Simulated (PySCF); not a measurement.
C₉H₅N₃S₂, SMILES c1cc(-c2nccs2)c2nsnc2c1.

Geometry optimised at B3LYP-D3(BJ)/def2-SVP. This is a generated structure with no PubChem entry under its InChIKey; it may be hypothetical. One conformer was computed; it need not be the lowest.

Level of theory: PBE/def2-SVP in PySCF.

Symmetry labels are those of the subgroup Cs that the program uses (full group Cs).

Computed valence orbital energies around the gap with their symmetry:
| orbital | symmetry | energy (eV) |
|---|---|---|
| HOMO−7 | A" | -8.44 |
| HOMO−6 | A' | -7.72 |
| HOMO−5 | A" | -7.13 |
| HOMO−4 | A' | -7.02 |
| HOMO−3 | A" | -6.77 |
| HOMO−2 | A" | -6.70 |
| HOMO−1 | A' | -6.35 |
| HOMO | A" | -5.55 |
| LUMO | A" | -3.35 |
| LUMO+1 | A" | -1.93 |
| LUMO+2 | A" | -0.92 |
| LUMO+3 | A' | -0.66 |
